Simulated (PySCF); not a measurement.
**Bi: ionisation energy**

Bi [Xe] 4f14 5d10 6s2 6p3 (4S) → Bi⁺ [Xe] 4f14 5d10 6s2 6p2 (3P), as a difference of total energies. All numbers are calculated (PySCF 2.14, the spin-free X2C one-electron Hamiltonian (Gaussian nucleus), in x2c-TZVPPall). Correlated levels: valence: [Xe] 4f14 5d10 frozen. The calculations carry no spin-orbit coupling.

| method | ionisation energy (eV) |
| --- | --- |
| UHF | 8.248 |
| MP2 (valence) | 8.583 |
| SCS-MP2 (valence) | 8.474 |
| CCSD (valence) | 8.594 |
| CCSD(T) (valence) | 8.614 |

Problem. How much does correlation contribute at CCSD(T) (valence)?

Solution. 8.614 − (8.248) = 0.366 eV, measured against UHF.

Spin-orbit coupling is strong in these open shells (close to jj coupling). The scalar numbers leave it out and a first-order estimate fails, so it can dominate the gap to the real levels.

Errors of the correlated levels include the incompleteness of this basis and the frozen core.

For comparison: 7.286 eV (measured; NIST Atomic Spectra Database, ionization energies).
